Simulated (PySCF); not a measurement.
C₃H₃N, SMILES C(C#N)=C.

Coordinates come from a B3LYP-D3(BJ)/def2-SVP optimisation.

Level of theory: r2SCAN/def2-TZVPD (PySCF).

Symmetry labels are those of the subgroup Cs that the program uses (full group Cs).

Computed valence orbital energies around the gap with their symmetry:
| orbital | symmetry | energy (eV) |
|---|---|---|
| HOMO−7 | A' | -17.18 |
| HOMO−6 | A' | -13.90 |
| HOMO−5 | A' | -12.35 |
| HOMO−4 | A' | -10.58 |
| HOMO−3 | A" | -9.83 |
| HOMO−2 | A' | -9.15 |
| HOMO−1 | A' | -8.63 |
| HOMO | A" | -7.53 |
| LUMO | A" | -2.61 |
| LUMO+1 | A' | -0.41 |
| LUMO+2 | A' | 0.70 |
| LUMO+3 | A' | 1.14 |
